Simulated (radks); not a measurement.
The tellurium ion Te2+ inside a hard spherical wall (all orbitals vanish at R), configuration held at [Kr] 4d10 5s2 5p2 and not refilled when levels cross. Calculated with a radial shooting solver on a logarithmic mesh with Libxc functionals: scalar-relativistic Kohn-Sham, r2SCAN, spin-polarised, spherical densities, finite nucleus; open shells are filled with parallel spins first (spin-orbit coupling, left out, can overturn this in heavy ions); meta-GGA in the generalised Kohn-Sham scheme; Fermi nuclear charge, rms radius 4.7423 fm. Eigenvalues in eV for spin up, with the zero of energy where the potential of the charges vanishes at infinity; a dash marks a level that is unbound or too diffuse for the functional's potential to be trusted. A positive occupied level is held by the wall or, in an anion where self-interaction has pushed it up, behind a barrier. The pressure on the wall is -dE/dV.

R (bohr),E (hartree),kinetic (hartree),e(4p),e(4d),e(5s),e(5p),"e(5d, empty)","e(6s, empty)",pressure (GPa)
free,-6794.20071,7118.659,-136.87,-62.094,-34.163,-23.416,-9.975,-,0
12,-6794.20071,7118.659,-136.87,-62.094,-34.163,-23.416,-9.974,-9.323,< 0.0001
10,-6794.20071,7118.659,-136.87,-62.094,-34.163,-23.416,-9.968,-9.275,< 0.0001
8,-6794.20067,7118.660,-136.87,-62.092,-34.162,-23.414,-9.904,-8.913,0.00286
6,-6794.19791,7118.692,-136.77,-61.994,-34.093,-23.322,-9.263,-6.495,0.386
5,-6794.17837,7118.865,-136.31,-61.555,-33.774,-22.857,-7.696,-1.748,4.24
3.5,-6793.76559,7121.226,-132.15,-57.598,-29.736,-16.976,4.116,28.587,163
2.5,-6790.89590,7133.488,-119.78,-45.738,-8.796,10.233,44.562,121.23,2710
1.5,-6752.26987,7269.880,-46.744,34.690,195.55,237.30,298.84,651.43,133000
